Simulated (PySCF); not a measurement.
Structure with atom numbers: `[F:1][C:2]([F:3])=[C:4]([F:5])/[CH:6]=[CH:7]\[C@@H:8]1[CH2:9][SiH2:10]1`; H(Xn) means a hydrogen on atom n. Ha(C9), Ha(Si10) are cis to C7 on the ring; Hb(C9), Hb(Si10) are trans to C7 on the ring.

[PySCF 2.14.0 with density-fitted response routines: geometry: PBE0-D3(BJ)/def2-SVP; GIAO PBE/pcSseg-1 shieldings; single conformer; non-relativistic Hamiltonian; no solvent]

Chemical shifts δ = σref − σ; $^{13}$C (σref 180.03) and $^{1}$H (σref 31.20) and $^{29}$Si (σref 334.61) vs TMS; CFCl3 for $^{19}$F (σref 144.73), all at this level.

```json
{"atoms": "H(C8)", "nucleus": "$^{1}$H", "count": "1", "δ (ppm)": "2.89"}
{"atoms": "C8", "nucleus": "$^{13}$C", "count": "1", "δ (ppm)": "?"}
{"atoms": "H(C6)", "nucleus": "$^{1}$H", "count": "1", "δ (ppm)": "?"}
{"atoms": "F3", "nucleus": "$^{19}$F", "count": "1", "δ (ppm)": "-131.7"}
{"atoms": "F1", "nucleus": "$^{19}$F", "count": "1", "δ (ppm)": "?"}
{"atoms": "Ha(C9)", "nucleus": "$^{1}$H", "count": "1", "δ (ppm)": "0.65"}
{"atoms": "C2", "nucleus": "$^{13}$C", "count": "1", "δ (ppm)": "162.1"}
{"atoms": "C4", "nucleus": "$^{13}$C", "count": "1", "δ (ppm)": "137.8"}
{"atoms": "Hb(Si10)", "nucleus": "$^{1}$H", "count": "1", "δ (ppm)": "?"}
{"atoms": "C7", "nucleus": "$^{13}$C", "count": "1", "δ (ppm)": "138.7"}
{"atoms": "C9", "nucleus": "$^{13}$C", "count": "1", "δ (ppm)": "4.4"}
{"atoms": "Ha(Si10)", "nucleus": "$^{1}$H", "count": "1", "δ (ppm)": "2.66"}
{"atoms": "H(C7)", "nucleus": "$^{1}$H", "count": "1", "δ (ppm)": "4.99"}
{"atoms": "C6", "nucleus": "$^{13}$C", "count": "1", "δ (ppm)": "112.1"}
{"atoms": "Hb(C9)", "nucleus": "$^{1}$H", "count": "1", "δ (ppm)": "1.15"}
{"atoms": "F5", "nucleus": "$^{19}$F", "count": "1", "δ (ppm)": "?"}
{"atoms": "Si10", "nucleus": "$^{29}$Si", "count": "1", "δ (ppm)": "-132.9"}
```

Problem. Estimate the values marked ?.

Solution. 
- C8: 16.5 ppm, three-membered-ring carbon; carbons of three-membered rings are unusually shielded
- H(C6): 5.51 ppm, hydrogen on an alkene CH; attached to an sp2 carbon and in the plane of the double bond
- Hb(Si10): 3.04 ppm, hydrogen on a silicon bonded to 2 C, in a 3-membered ring
- F1: -121.3 ppm, vinylic fluorine
- F5: -208.5 ppm, vinylic fluorine

Shifts are as computed. Against solution values, carbons near 30 ppm lie about +2 ppm off and those near 130 ppm about +2 ppm. Of 1211 compounds with measured shifts, 218 miss one by over three times the rms of a fit or turn the order of signals round; such compounds aren't used in these exercises. Unscaled 19F shifts against computed CFCl3 carry errors that often reach 10 to 50 ppm.
